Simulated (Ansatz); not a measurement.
C2H10AlN3, SMILES `C[N](C)[Al]([NH2])[NH2]`. The species carries charge 0 and has multiplicity 1. Geometry: relaxed with PBE0-D4/def2-TZVP. It is one conformer, not always the lowest.

```xyz
16

C    -0.653    0.168   -1.794
N    -0.063   -0.361   -0.592
C     0.382   -1.720   -0.754
Al    0.098    0.560    0.919
N    -0.793    2.077    1.127
N     1.149   -0.042    2.212
H    -0.952    1.210   -1.657
H    -1.546   -0.400   -2.099
H     0.050    0.139   -2.641
H     0.795   -2.110    0.180
H     1.160   -1.811   -1.528
H    -0.443   -2.387   -1.049
H    -0.609    2.755    1.847
H    -1.572    2.375    0.565
H     1.856   -0.749    2.104
H     1.142    0.296    3.159
```

Q: What is the dipole moment at ωB97M-V/def2-TZVPP? (Best estimate.)

A: Computed: 0.56 D, with components (0.05, 0.29, 0.48) D in this frame, pointing from negative to positive charge.

Q: And with PBE, r2SCAN, B3LYP? (An estimate is asked.)

A: Computed: PBE 0.60 D, r2SCAN 0.58 D, B3LYP 0.57 D.

Q: Give the Mulliken charges with ωB97M-V, PBE, r2SCAN in def2-TZVPP. (Estimate.)

A: Ansatz gave: 
```csv
atom,ωB97M-V,PBE,r2SCAN
C1,-0.23,-0.18,-0.04
N2,-0.26,-0.17,-0.26
C3,-0.23,-0.18,-0.04
Al4,0.54,0.42,0.56
N5,-0.40,-0.42,-0.49
N6,-0.40,-0.42,-0.49
H7,0.08,0.07,0.03
H8,0.10,0.07,0.04
H9,0.10,0.07,0.03
H10,0.08,0.07,0.03
H11,0.10,0.07,0.04
H12,0.10,0.07,0.03
H13,0.10,0.13,0.14
H14,0.10,0.13,0.14
H15,0.10,0.13,0.14
H16,0.10,0.13,0.14
```

B3LYP here is the variant with VWN-RPA as its local correlation; programs differ in this.
